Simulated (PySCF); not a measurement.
## Electron correlation in Mo³⁰⁺ (molybdenum, charge +30)

Starting occupation: [Ne] 3s2. All numbers are calculated (PySCF 2.14, X2C-1e with screened-nucleus spin-orbit coupling, Gaussian nucleus, in an even-tempered Gaussian basis (18 s from 1.7 bohr⁻², ratio 2.6; 13 p from 2.1 bohr⁻², ratio 2.6; 6 d from 2.2 bohr⁻², ratio 2.8; 4 f from 32 bohr⁻², ratio 2.8)). Frozen: 1s2; 10 electrons correlated; the 48 highest virtual spinors left out.

MP2 pair energies summed by pair of shells (mhartree):

```json
{"pair": "3s1/2-3s1/2", "energy": "-97.40", "share (%)": "21.9"}
{"pair": "2p1/2-2p3/2", "energy": "-97.20", "share (%)": "21.8"}
{"pair": "2p3/2-2p3/2", "energy": "-93.15", "share (%)": "20.9"}
{"pair": "2p3/2-2s1/2", "energy": "-40.04", "share (%)": "9.0"}
{"pair": "2p3/2-3s1/2", "energy": "-37.68", "share (%)": "8.5"}
{"pair": "2p1/2-2p1/2", "energy": "-22.66", "share (%)": "5.1"}
{"pair": "2p1/2-2s1/2", "energy": "-20.33", "share (%)": "4.6"}
{"pair": "2p1/2-3s1/2", "energy": "-17.86", "share (%)": "4.0"}
{"pair": "2s1/2-2s1/2", "energy": "-10.68", "share (%)": "2.4"}
{"pair": "2s1/2-3s1/2", "energy": "-8.67", "share (%)": "1.9"}
```

Total MP2 correlation energy: -445.67 mhartree.

The virtual space was cut to 56 spinors, which keep -391.47 of the -445.67 mhartree of MP2 correlation.

```tsv
level	correlation energy (mhartree)
CCSD	-421.38
(T)	-1.08
CCSD(T)	-422.46
```

Diagnostics: T1 = 0.00030, largest double amplitude 0.087.

Cost of the coupled-cluster step: of the order of 30 core-seconds, for 10 occupied and 56 virtual spinors.

The coupled-cluster values are those of the cut space; adding the MP2 remainder, -54.20 mhartree, estimates the full space.

At this charge the one-electron X2C treatment keeps the bare 1/r₁₂, with no two-electron picture change or Breit term. The effect here is smaller than on the frozen 1s shell.
